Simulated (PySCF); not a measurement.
Compound: C₄H₆OSi.
Numbering: `[OH:1][C:2]1=[CH:3][CH:4]=[CH:5][SiH2:6]1` (hydrogens: H7 on O1; H8 on C3; H9 on C4; H10 on C5; H11, H12 on Si6)

Computed by this run: PySCF, PBE/cc-pVDZ geometry optimisation, gas phase; density fitting, grid level 1; the optimiser is geomeTRIC in internal coordinates, started from a GFN2-xTB structure.

Step 0: E = -14157.3488 eV
```
atom  x, y, z in Å  |  force x, y, z in eV/Å
O1      2.2899    0.6492   -0.2994    0.025   0.849  -0.204
C2      0.9672    0.3603   -0.1490    1.302  -0.650   0.076
C3      0.0055    1.2864   -0.3141   -0.221   0.401  -0.083
C4     -1.3472    0.8093   -0.1161    0.273   0.243  -0.074
C5     -1.5100   -0.4843    0.2075   -0.286  -1.202   0.307
Si6     0.1678   -1.3087    0.3047   -0.608   1.073  -0.223
H7      2.8205   -0.1377   -0.1416    0.222  -0.576   0.125
H8      0.2004    2.3147   -0.5744    0.254   0.742  -0.196
H9     -2.1693    1.5021   -0.2341   -0.634   0.437  -0.068
H10    -2.4803   -0.9212    0.3722   -0.727  -0.317   0.121
H11     0.6007   -1.7502    1.6328    0.236  -0.351   0.719
H12     0.4561   -2.3205   -0.7147    0.163  -0.649  -0.500
```

**Question.** Estimate the geometry and energy of step 1. (The exact step hangs on the optimiser's Hessian estimate; all steps are aligned on step 0, rigid shifts and turns removed.)

**Answer.** E = -14157.5077 eV, largest force 0.139 eV/Å
```
atom  x, y, z in Å  |  force x, y, z in eV/Å
O1      2.3321    0.6881   -0.3106    0.056  -0.050   0.011
C2      1.0140    0.3698   -0.1544   -0.028   0.024  -0.001
C3      0.0191    1.2940   -0.3168    0.066   0.070  -0.022
C4     -1.3503    0.8005   -0.1137   -0.125   0.061  -0.007
C5     -1.5528   -0.5107    0.2161    0.028  -0.047   0.011
Si6     0.1516   -1.2857    0.3000   -0.012  -0.033   0.006
H7      2.8594   -0.1179   -0.1493   -0.012   0.032  -0.008
H8      0.2218    2.3436   -0.5829   -0.016  -0.013   0.004
H9     -2.1895    1.5100   -0.2343    0.037  -0.019   0.001
H10    -2.5488   -0.9404    0.3810    0.011  -0.010   0.001
H11     0.5952   -1.7875    1.6556   -0.003  -0.007   0.003
H12     0.4494   -2.3646   -0.7169   -0.002  -0.008   0.002
```

The energy changes by -0.1589 eV. The first-order estimate −F·Δx gives -0.3250 eV and the mean of the old and new forces, exact on a quadratic surface, -0.1619 eV. The step makes an angle of 47° with the force vector and moves no atom by more than 0.072 Å.

The cost below is that of the whole optimisation. Time: 34 s of wall time; peak memory 0.49 GiB. Hardware: one thread of an Arm Neoverse V1, shared host.
